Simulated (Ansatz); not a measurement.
`C[CH2][Mg][Cl]` + H–F → `C[CH2][Mg][F]` + HCl at 400 K and 1 bar (ligand exchange at a Mg–Cl bond).

Program: Ansatz. Geometries: PBE0-D4/def2-TZVP. ΔE: electronic, gas phase. CCSD(T)/CBS adds triple-zeta CCSD(T) − MP2 to the extrapolated MP2 energy (def2 sets, frozen cores). This one scheme is used for every species. For Mg outer-core shells are correlated without core-valence functions, which leaves a few kJ/mol of doubt a bond. Each species was taken in one conformer, which may not be the lowest.

```tsv
species	CCSD(T)/CBS energy (Eh)	H − E (kJ/mol)	S (J/(mol·K))
`C[CH2][Mg][Cl]`	-738.85772	199.7	363.4
H–F	-100.39570	36.5	182.2
`C[CH2][Mg][F]`	-378.86278	200.6	350.2
HCl	-460.38127	29.6	195.4
```

H − E and S are ideal-gas, rigid-rotor, harmonic terms from PBE0-D4/def2-TZVP, for one conformer and one mirror image of each species. 1 Eh = 2625.50 kJ/mol, R = 8.31446 J/(mol·K).

Task: By hand: ΔE, ΔH, ΔS and ΔG.

Result: ΔE = (-378.86278) + (-460.38127) − (-738.85772) − (-100.39570) = 0.00937 Eh = 24.6 kJ/mol. Δ(H − E) = 200.6 + 29.6 − 199.7 − 36.5 = -6.0, so ΔH = 18.6 kJ/mol. ΔS = 350.2 + 195.4 − 363.4 − 182.2 = 0.0 J/(mol·K). ΔG = 18.6 − 400 × (0.0)/1000 = 18.6 kJ/mol.

Task: By hand: the equilibrium constant, and the temperature at which ΔG would vanish if ΔH and ΔS stayed fixed.

Result: log₁₀ K = −ΔG/(RT ln 10) = -2.4. With ΔH or ΔS at zero there is no such temperature.

The number of gas molecules stays the same, so ΔS is small and ΔH decides. A doubt of 5 kJ/mol in ΔE shifts log₁₀ K by 0.7 here. Other conformers and mirror images would add mixing entropy, several J/(mol·K) or more a flexible species. These are equilibria of isolated gas molecules and say nothing of rates. Largest T1 diagnostic: 0.010 (customary marks: 0.02 for closed shells, 0.045 for open ones).

ΔS is within the doubt of such terms, so its sign, and with it that verdict, could turn.
